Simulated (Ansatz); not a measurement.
Program: Ansatz. Geometries: PBE0-D4/def2-TZVP. ΔE: electronic, gas phase. CBS: MP2 limit from def2 TZ/QZ plus the TZ coupled-cluster correction, frozen cores. DFT in def2-TZVPP. B3LYP here is the variant with VWN-RPA as its local correlation; programs differ in this. For Br outer-core shells are correlated without core-valence functions, which leaves a few kJ/mol of doubt a bond. Scalar relativity is left out up to krypton. Each species was taken in one conformer, which may not be the lowest.

`[SiH3]Br` + `[OH][AlH][SiH3]` → `[SiH3][O][AlH][SiH3]` + HBr  (ligand exchange at the Si–Br bond)

`[SiH3]Br`:

Cartesian coordinates in Å:
```
Si -0.129 -0.048 -0.088
Br 1.620 0.606 1.111
H -1.355 0.184 0.708
H 0.027 -1.488 -0.395
H -0.163 0.747 -1.337
```

`[OH][AlH][SiH3]`:

Z-matrix (Å, degrees):
```
Si
Al 1 2.447
H 1 1.492 2 110.4
H 1 1.488 2 112.9 3 -120.8
H 1 1.492 2 110.7 3 118.0
O 2 1.698 1 116.2 3 114.7
H 2 1.590 1 124.9 3 -65.0
H 6 0.956 2 123.1 1 -179.6
```

`[SiH3][O][AlH][SiH3]`:

Cartesian coordinates in Å:
```
Si -2.093 0.767 -0.892
O -0.989 -0.400 -0.648
Al 0.365 -1.281 -0.165
Si 2.110 -0.111 1.099
H -1.719 2.008 -0.158
H -2.184 1.082 -2.343
H -3.424 0.312 -0.411
H 0.412 -2.807 -0.584
H 1.613 1.156 1.704
H 2.657 -0.962 2.194
H 3.252 0.236 0.204
```

HBr:

Z-matrix (Å, degrees):
```
Br
H 1 1.420
```

```json
{"level": "PBE-D4", "ΔE (kcal/mol)": "-1.5", "difference from CCSD(T)/CBS": "2.2"}
{"level": "r2SCAN-D4", "ΔE (kcal/mol)": "-3.5", "difference from CCSD(T)/CBS": "0.2"}
{"level": "PBE0-D4", "ΔE (kcal/mol)": "-2.3", "difference from CCSD(T)/CBS": "1.4"}
{"level": "B3LYP-D4", "ΔE (kcal/mol)": "-5.0", "difference from CCSD(T)/CBS": "-1.3"}
{"level": "ωB97X-V", "ΔE (kcal/mol)": "-3.8", "difference from CCSD(T)/CBS": "-0.1"}
{"level": "ωB97M-V", "ΔE (kcal/mol)": "-3.7", "difference from CCSD(T)/CBS": "0.0"}
{"level": "B2PLYP", "ΔE (kcal/mol)": "-4.5", "difference from CCSD(T)/CBS": "-0.8"}
{"level": "PBE", "ΔE (kcal/mol)": "-1.0", "difference from CCSD(T)/CBS": "2.7"}
{"level": "r2SCAN", "ΔE (kcal/mol)": "-3.2", "difference from CCSD(T)/CBS": "0.5"}
{"level": "PBE0", "ΔE (kcal/mol)": "-1.7", "difference from CCSD(T)/CBS": "2.0"}
{"level": "B3LYP", "ΔE (kcal/mol)": "-4.2", "difference from CCSD(T)/CBS": "-0.5"}
{"level": "HF/def2-TZVPP", "ΔE (kcal/mol)": "-6.5", "difference from CCSD(T)/CBS": "-2.8"}
{"level": "MP2/def2-TZVPP", "ΔE (kcal/mol)": "-4.2", "difference from CCSD(T)/CBS": "-0.5"}
{"level": "SCS-MP2/def2-TZVPP", "ΔE (kcal/mol)": "-5.2", "difference from CCSD(T)/CBS": "-1.5"}
{"level": "CCSD/def2-TZVPP", "ΔE (kcal/mol)": "-5.4", "difference from CCSD(T)/CBS": "-1.7"}
{"level": "CCSD(T)/def2-TZVPP", "ΔE (kcal/mol)": "-5.1", "difference from CCSD(T)/CBS": "-1.4"}
{"level": "HF/def2-QZVPP", "ΔE (kcal/mol)": "-7.0", "difference from CCSD(T)/CBS": "-3.3"}
{"level": "MP2/def2-QZVPP", "ΔE (kcal/mol)": "-3.6", "difference from CCSD(T)/CBS": "0.1"}
{"level": "SCS-MP2/def2-QZVPP", "ΔE (kcal/mol)": "-4.7", "difference from CCSD(T)/CBS": "-1.0"}
{"level": "HF/CBS(def2)", "ΔE (kcal/mol)": "-7.1", "difference from CCSD(T)/CBS": "-3.4"}
{"level": "MP2/CBS(def2)", "ΔE (kcal/mol)": "-2.8", "difference from CCSD(T)/CBS": "0.9"}
{"level": "CCSD/CBS(def2)", "ΔE (kcal/mol)": "-4.1", "difference from CCSD(T)/CBS": "-0.4"}
{"level": "CCSD(T)/CBS", "ΔE (kcal/mol)": "-3.7", "difference from CCSD(T)/CBS": "0"}
```

Largest T1 diagnostic among the species: 0.014.

In def2-TZVPP, CCSD(T) changes the Hartree–Fock value by +1.5 kcal/mol (the triples alone add +0.4 kcal/mol) and MP2 by +2.4 kcal/mol. The D4 term adds −0.8 kcal/mol with B3LYP and −0.5 kcal/mol with PBE0; it sums over pairs of atoms, weighted by their polarisabilities, and B3LYP, whose exchange is more repulsive, gets the larger term.
